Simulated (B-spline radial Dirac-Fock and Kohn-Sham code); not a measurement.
These are calculated numbers from a radial B-spline solver; the model is multi-electron Dirac-Fock with separately optimised hole states, Breit and Lamb-shift corrections added in first order. Electron correlation is not included.

Q: Identify the element and charge state from the binding energies below (tabulated ground configuration; the least bound level is included).

```
level  binding energy (eV)
   L1               3316.7
   L2               3090.8
   L3               3005.4
   M1               1083.0
   M2                995.8
   M3                978.3
 M4,5                858.6
```

A: Zr²⁰⁺: Z = 40 with 20 electrons, [Ar] 3d2.

Q: Identify the element and charge state from the binding energies below (tabulated ground configuration; the least bound level is included).

| level | binding energy (eV) |
| --- | --- |
| K | 24421.4 |
| L1 | 3682.8 |
| L2 | 3403.7 |
| M2 | 633.8 |
| M5 | 405.9 |
| N2 | 123.6 |
| N4,5 | 64.01 |

A: Pd⁴⁺: Z = 46 with 42 electrons, [Kr] 4d6. The hydrogen-like estimate √(E/Ry) = 42.4 for the K level lies 3.6 below Z (screening lowers it, relativity raises it); the outermost level, at 64.01 eV, fixes the charge.

Q: Identify the element and charge state from the binding energies below (tabulated ground configuration; the least bound level is included).

```
level  binding energy (eV)
   L1              11136.1
   M1               2756.5
   M4               1898.6
   N1                763.5
   N2                667.6
   N5                444.7
 N6,7                249.3
```

A: Lu¹²⁺: Z = 71 with 59 electrons, [Kr] 4d10 4f11 5s2.
